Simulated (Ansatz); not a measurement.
Z-matrix (Å, degrees):
```
C
B 1 1.517
C 1 1.559 2 59.3
H 1 1.084 2 131.5 3 100.6
H 1 1.093 2 110.5 3 -108.0
F 2 1.305 1 146.2 3 164.0
F 3 1.370 1 119.3 2 -115.3
H 3 1.088 1 111.9 2 112.6
```

Charge 0, multiplicity 1.

(1) List the ωB97M-V/def2-TZVPP orbital energies in eV (the Gaussian-basis code of Ansatz). (Estimate.)

Answers

(1) The calculation gave: Occupied: -678.62, -677.36, -283.43, -281.53, -189.81, -37.44, -36.29, -25.35, -20.02, -18.67, -17.33, -17.17, -16.25, -16.07, -15.25, -14.31, -13.31, -10.93, -9.98. Lowest empty: 0.90, 1.97, 2.90, 3.19, 3.83, 5.22, 5.33, 5.79.
